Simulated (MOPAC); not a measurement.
Job for MOPAC: AM1 on GaH5N2O (SMILES [NH2][Ga]([NH2])[OH]), a point of a torsion scan.

```
AM1 1SCF PRECISE CHARGE=0 THREADS=1
GaH5N2O

N      1.20779775 1    -1.16765596 1     0.01456015 1
Ga     0.44763423 1     0.48497945 1    -0.09588888 1
N     -1.20453099 1     0.88494466 1     0.59134463 1
O      1.21508771 1     1.79155291 1    -0.94822885 1
H      2.09519410 1    -1.40283251 1    -0.40751375 1
H      0.67505533 1    -2.00133445 1     0.20763971 1
H     -1.47114852 1     0.43453810 1     1.45996835 1
H     -1.37591059 1     1.88232228 1     0.67563662 1
H      2.01842477 1     1.73445712 1    -1.46039314 1
```

Program output:

```
*******************************************************************************
 **                                                                           **
 **                              MOPAC v23.2.5                                **
 **                                                                           **
 *******************************************************************************
 ** MOPAC's Digital Object Identifier: https://doi.org/10.5281/zenodo.6511958 **
 **                                                                           **
 ** Please cite the open-source release paper for use of this MOPAC version:  **
 ** J. E. Moussa and J. J. P. Stewart (2026)                                  **
 ** MOPAC: An open-source semiempirical molecular orbital program             **
 ** J. Open Source Softw., 11(119), 8025, https://doi.org/10.21105/joss.08025 **
 *******************************************************************************

                              AM1 CALCULATION RESULTS

 *******************************************************************************
 *  AM1        - The AM1 Hamiltonian to be used
 *
 *
 *
 *                 CHARGE ON SYSTEM = 0
 *
 *
 *
 *  PRECISE    - TIGHTER CRITERIA TO BE USED
 *  1SCF       - DO 1 SCF AND THEN STOP
 *  THREADS=1  - MULTI-THREADING NOT USED
 *  T=         - A TIME OF 172800.0 SECONDS REQUESTED
 *  DUMP=N     - RESTART FILE WRITTEN EVERY 7200.0 SECONDS REQUESTED
 *******************************************************************************
AM1 1SCF PRECISE CHARGE=0 THREADS=1
 GaH5N2O

   ATOM   CHEMICAL          X               Y               Z
  NUMBER   SYMBOL      (ANGSTROMS)     (ANGSTROMS)     (ANGSTROMS)

     1       N          1.20779775  *  -1.16765596  *   0.01456015  *
     2      Ga          0.44763423  *   0.48497945  *  -0.09588888  *
     3       N         -1.20453099  *   0.88494466  *   0.59134463  *
     4       O          1.21508771  *   1.79155291  *  -0.94822885  *
     5       H          2.09519410  *  -1.40283251  *  -0.40751375  *
     6       H          0.67505533  *  -2.00133445  *   0.20763971  *
     7       H         -1.47114852  *   0.43453810  *   1.45996835  *
     8       H         -1.37591059  *   1.88232228  *   0.67563662  *
     9       H          2.01842477  *   1.73445712  *  -1.46039314  *



          CARTESIAN COORDINATES

    NO.       ATOM           X           Y           Z

     1         N          1.2078     -1.1677      0.0146
     2        Ga          0.4476      0.4850     -0.0959
     3         N         -1.2045      0.8849      0.5913
     4         O          1.2151      1.7916     -0.9482
     5         H          2.0952     -1.4028     -0.4075
     6         H          0.6751     -2.0013      0.2076
     7         H         -1.4711      0.4345      1.4600
     8         H         -1.3759      1.8823      0.6756
     9         H          2.0184      1.7345     -1.4604

  H: (AM1): M.J.S. DEWAR ET AL, J. AM. CHEM. SOC. 107 3902-3909 (1985)
  N: (AM1): M.J.S. DEWAR ET AL, J. AM. CHEM. SOC. 107 3902-3909 (1985)
  O: (AM1): M.J.S. DEWAR ET AL, J. AM. CHEM. SOC. 107 3902-3909 (1985)
 Ga: (AM1): J. J. P. STEWART, J. MOL. MOD., 10, 155-164 (2004)

           Empirical Formula: H5 N2 O Ga  =     9 atoms



      MOLECULAR POINT GROUP   :   C1


      RHF CALCULATION, NO. OF DOUBLY OCCUPIED LEVELS = 12


 -------------------------------------------------------------------------------
 AM1 1SCF PRECISE CHARGE=0 THREADS=1
 GaH5N2O



     1SCF WAS SPECIFIED, SO BFGS WAS NOT USED
     SCF FIELD WAS ACHIEVED


                              AM1 CALCULATION
                                                       MOPAC v23.2.5 Linux




          FINAL HEAT OF FORMATION =          2.54355 KCAL/MOL =      10.64223 KJ/MOL


          COSMO AREA              =        109.53 SQUARE ANGSTROMS
          COSMO VOLUME            =         91.10 CUBIC ANGSTROMS

          IONIZATION POTENTIAL    =          9.382388 EV
          HOMO LUMO ENERGIES (EV) =         -9.382 -1.293
          NO. OF FILLED LEVELS    =         12
          MOLECULAR WEIGHT        =        118.7873         POINT GROUP:  C1

          MOLECULAR DIMENSIONS (Angstroms)

            Atom       Atom       Distance
            H     8    H     5     4.90041
            H     9    H     7     4.16554
            H     9    H     6     0.58199


          SCF CALCULATIONS        =          1





   ATOM   CHEMICAL          X               Y               Z
  NUMBER   SYMBOL      (ANGSTROMS)     (ANGSTROMS)     (ANGSTROMS)

     1       N          1.20779775  *  -1.16765596  *   0.01456015  *
     2      Ga          0.44763423  *   0.48497945  *  -0.09588888  *
     3       N         -1.20453099  *   0.88494466  *   0.59134463  *
     4       O          1.21508771  *   1.79155291  *  -0.94822885  *
     5       H          2.09519410  *  -1.40283251  *  -0.40751375  *
     6       H          0.67505533  *  -2.00133445  *   0.20763971  *
     7       H         -1.47114852  *   0.43453810  *   1.45996835  *
     8       H         -1.37591059  *   1.88232228  *   0.67563662  *
     9       H          2.01842477  *   1.73445712  *  -1.46039314  *

                             CARTESIAN COORDINATES

   1    N        1.207797750    -1.167655960     0.014560150
   2   Ga        0.447634230     0.484979450    -0.095888880
   3    N       -1.204530990     0.884944660     0.591344630
   4    O        1.215087710     1.791552910    -0.948228850
   5    H        2.095194100    -1.402832510    -0.407513750
   6    H        0.675055330    -2.001334450     0.207639710
   7    H       -1.471148520     0.434538100     1.459968350
   8    H       -1.375910590     1.882322280     0.675636620
   9    H        2.018424770     1.734457120    -1.460393140


           Empirical Formula: H5 N2 O Ga  =     9 atoms



      MOLECULAR POINT GROUP   :   C1


                  EIGENVALUES
 -35.00257 -32.55244 -30.75354 -17.01255 -16.43228 -15.74615 -13.86896 -13.36839
 -12.86963 -11.79189 -10.35372  -9.38239  -1.29251   0.29533   0.37764   0.68918
   4.86318   5.04082   5.95792   5.99018   6.45338


              NET ATOMIC CHARGES AND DIPOLE CONTRIBUTIONS

  ATOM NO.   TYPE          CHARGE      No. of ELECS.   s-Pop       p-Pop
    1          N          -0.552469        5.5525     1.55319     3.99928
    2         Ga           0.756270        2.2437     0.28651     1.95722
    3          N          -0.505080        5.5051     1.58176     3.92332
    4          O          -0.576813        6.5768     1.82965     4.74716
    5          H           0.169062        0.8309     0.83094
    6          H           0.164695        0.8353     0.83531
    7          H           0.155466        0.8445     0.84453
    8          H           0.167796        0.8322     0.83220
    9          H           0.221074        0.7789     0.77893
 DIPOLE           X         Y         Z       TOTAL
 POINT-CHG.     0.148    -1.289     0.723     1.485
 HYBRID         0.619    -0.545     0.222     0.854
 SUM            0.767    -1.834     0.945     2.201


          ATOMIC ORBITAL ELECTRON POPULATIONS

     Atom    s        px        py        pz
    1  N   1.55319   1.18477   1.26237   1.55214
    2 Ga   0.28651   0.59706   0.53299   0.82717
    3  N   1.58176   1.47923   1.14256   1.30154
    4  O   1.82965   1.40050   1.73708   1.60958
    5  H   0.83094
    6  H   0.83531
    7  H   0.84453
    8  H   0.83220
    9  H   0.77893

 **********************
 *                    *
 * JOB ENDED NORMALLY *
 *                    *
 **********************




 == MOPAC DONE ==
```

The run finished.

Cost: about 0.04 core-seconds (a rough figure).
